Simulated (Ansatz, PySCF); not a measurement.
Lewis adduct: BH3 (SMILES B) (first 4 atoms) with CHN (SMILES C#N); geometry from B3LYP-D3(BJ)/def2-TZVP, rigid monomers moved along the line of their centres of mass till B1···N6 is 2.16 Å.
(charge 0, multiplicity 1):
```xyz
7

B     -0.09690     0.04824     0.76958
H      0.66587     0.92707     0.45073
H      0.20389    -1.03113     0.32201
H     -1.25567     0.33333     0.59125
C      0.23280    -0.24460     4.04013
N      0.11883    -0.14336     2.90950
H      0.33925    -0.33914     5.09616
```

Interaction energies are E(AB) − E(A) − E(B) at the monomers' geometry in the complex; basis-set methods are counterpoise corrected. Rows marked so take none.

Rows in 6-31G* carry no dispersion term and start afresh at each structure (6-31G* with six Cartesian d functions). MP2/6-31G* freezes PySCF's default core.

Run with Ansatz (Gaussian basis) for Hartree–Fock, density functionals and correlated methods; PySCF for 6-31G* rows, the dispersion terms. 

One of these levels gives -17.51 kcal/mol for the interaction energy. Name it.
A) MP2/6-31G*
B) PBE-D3(BJ)/def2-TZVPPD
C) B3LYP/6-31G* (no counterpoise)
D) HF/6-31G*

C, B3LYP/6-31G* (no counterpoise). The others give -12.01 (HF/6-31G*), -19.97 (PBE-D3(BJ)/def2-TZVPPD), -15.93 (MP2/6-31G*)

Ansatz is a program for electronic structure.
